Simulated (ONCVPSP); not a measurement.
Se (Z = 34), ONCV: configuration errors across variants

```json
{
 "Element": "Se (Z = 34)",
 "Generator": "ONCVPSP 4.0.1",
 "Type": "optimised norm-conserving Vanderbilt (ONCV)",
 "Functional": "PBEsol",
 "Relativity": "scalar-relativistic",
 "Frozen core": "[Ar] 3d10",
 "Valence charge": "6",
 "Reference configuration": "4s1.75 4p4.25",
 "Partial waves": "4s: rc 1.55 bohr, ncon 3, nbas 8, qcut 4.9 1/bohr, 2 projectors, debl 0.4 Ha; 4p: rc 1.80 bohr, ncon 5, nbas 10, qcut 4.7 1/bohr, 3 projectors, debl 0.5 Ha",
 "Local potential": "polynomial inside 1.40 bohr (lpopt 3, dvloc0 4 Ha)",
 "Core correction": "Teter function fitted to the true core (icmod 2), fcfact 0.35"
}
```

In the s channel the program set the typed energies aside and used -0.643, 0.250 Ha.

All-electron excitation energies from the reference (eV): (1) 4s2 4p4 -2.702; (2) 4s2 4p3 8.148; (3) 4s2 4p2 28.515; (4) 4s2 4p1 59.417.

A true bound ghost makes a file unfit for plane-wave use even where its test errors are small: the radial tests pick states by their node count and pass the ghost by.

Errors AE − PS in meV (a dash: test not solved or not reliable):

| change | (1) | (2) | (3) | (4) | bound ghosts | GHOST(+) flags above zero |
| --- | --- | --- | --- | --- | --- | --- |
| base | -0.5 | -1.9 | -9.0 | -33 | p | p |
| all radii but the core radius scaled by about 0.90 (s 1.38, p 1.62 bohr); local potential polynomial inside 1.26 bohr (lpopt 3, dvloc0 4 Ha) | -0.2 | -1.5 | -8.4 | -30 | p | p |
| local potential polynomial inside 1.50 bohr (lpopt 3, dvloc0 6 Ha) | -0.5 | -1.9 | -9.0 | -33 | p | none |
| s: nproj 3 | -0.5 | -1.9 | -9.0 | -33 | s, p | s, p |
| s: debl 2.35 | -0.5 | -1.9 | -9.0 | -33 | p | s, p |
| core correction Teter function fitted to the true core (icmod 2), fcfact 0.52 | -0.5 | -1.8 | -7.1 | -24 | p | p |
| p: rc 1.28; local potential polynomial inside 1.28 bohr (lpopt 3, dvloc0 4 Ha) | -0.3 | -1.2 | -9.1 | -36 | p | p |

Task: Give the same row for: p: qcut 7.

Result: -0.6, -1.9, -7.1, -23; bound ghosts: p; GHOST(+) flags above zero: p.
